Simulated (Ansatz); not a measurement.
`[SiH3]O[AsH2]` + H₂O → `O[AsH2]` + silanol at 600 K and 1 bar (formal hydrolysis of the As–O bond).

Program: Ansatz. Geometries: PBE0-D4/def2-TZVP. ΔE: electronic, gas phase. CBS: MP2 limit from def2 TZ/QZ plus the TZ coupled-cluster correction, frozen cores. This one scheme is used for every species. For As outer-core shells are correlated without core-valence functions, which leaves a few kJ/mol of doubt a bond. Scalar relativity is left out up to krypton.

```
        species  CCSD(T)/CBS energy (Eh)  H − E (kJ/mol)  S (J/(mol·K))
`[SiH3]O[AsH2]`              -2602.28728           168.1          410.7
            H₂O                -76.37941            76.8          212.8
      `O[AsH2]`              -2311.97217           108.4          309.7
      `O[SiH3]`               -366.69042           135.7          307.9
```

H − E and S are ideal-gas, rigid-rotor, harmonic terms from PBE0-D4/def2-TZVP. 1 Eh = 2625.50 kJ/mol, R = 8.31446 J/(mol·K).

Problem. By hand: ΔE, ΔH, ΔS and ΔG.

Solution. ΔE = (-2311.97217) + (-366.69042) − (-2602.28728) − (-76.37941) = 0.00410 Eh = 10.8 kJ/mol. Δ(H − E) = 108.4 + 135.7 − 168.1 − 76.8 = -0.8, so ΔH = 10.0 kJ/mol. ΔS = 309.7 + 307.9 − 410.7 − 212.8 = -5.9 J/(mol·K). ΔG = 10.0 − 600 × (-5.9)/1000 = 13.5 kJ/mol.

Problem. By hand: the equilibrium constant, and the temperature at which ΔG would vanish if ΔH and ΔS stayed fixed.

Solution. log₁₀ K = −ΔG/(RT ln 10) = -1.2. ΔH and −TΔS have one sign here, so there is no such temperature.

TΔS isn't small against ΔH here. A doubt of 5 kJ/mol in ΔE shifts log₁₀ K by 0.4 here. Modes under 60 cm⁻¹, often nearly free rotors, make the harmonic entropy too high. These are equilibria of isolated gas molecules and say nothing of rates. Largest T1 diagnostic: 0.012 (customary marks: 0.02 for closed shells, 0.045 for open ones).

ΔS is within the doubt of such terms, so its sign, and with it that verdict, could turn.
